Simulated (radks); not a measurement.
Values are calculated unless marked as measured or tabulated.
Ni II, configuration [Ar] 3d9 (the NIST ground configuration).

Code: a radial shooting solver on a logarithmic mesh with Libxc functionals. Model: Dirac Kohn-Sham, PBE, spin-unpolarised, spherical densities, point nucleus; open shells fill j = l - 1/2 first.

Energy parts (hartree):
| part | energy |
|---|---|
| total | -1520.35001 |
| kinetic | 1544.91284 |
| electron-nucleus | -3649.22697 |
| Hartree | 647.31971 |
| exchange-correlation | -63.35559 |

Orbitals (lengths in bohr, moments of r in powers of bohr; <r^-3> diverges for s and p1/2; r(max) is where P^2 peaks):
| orbital | occ. | eigenvalue (hartree) | <r^2> | <r^-3> | r(max) | small-component weight |
|---|---|---|---|---|---|---|
| 1s1/2 | 2 | -301.8433 | 0.003935 | - | 0.03540 | 1.02e-02 |
| 2s1/2 | 2 | -36.16194 | 0.07073 | - | 0.2046 | 1.91e-03 |
| 2p1/2 | 2 | -31.55646 | 0.05582 | - | 0.1630 | 1.89e-03 |
| 2p3/2 | 4 | -30.91366 | 0.05739 | 607.1 | 0.1656 | 1.86e-03 |
| 3s1/2 | 2 | -4.20001 | 0.6400 | - | 0.6406 | 4.16e-04 |
| 3p1/2 | 2 | -2.80225 | 0.7172 | - | 0.6437 | 3.70e-04 |
| 3p3/2 | 4 | -2.72241 | 0.7367 | 75.92 | 0.6515 | 3.62e-04 |
| 3d3/2 | 4 | -0.48093 | 1.569 | 6.560 | 0.6374 | 2.25e-04 |
| 3d5/2 | 5 | -0.47281 | 1.599 | 6.397 | 0.6404 | 2.22e-04 |
| 4s1/2 | 0 | -0.42366 | 8.240 | - | 2.207 | 3.72e-05 |
| 4p1/2 | 0 | -0.23961 | 14.22 | - | 2.858 | 2.13e-05 |
| 4p3/2 | 0 | -0.23661 | 14.51 | 2.891 | 2.893 | 2.10e-05 |

The highest occupied level is 3d5/2 at -12.866 eV. Summed over all electrons, <r^2> = 20.43 bohr^2, which gives a Langevin (diamagnetic) susceptibility term of -16.2 x 10^-6 cm^3/mol. The density falls to 0.001 e/bohr^3 at r = 3.38 bohr.
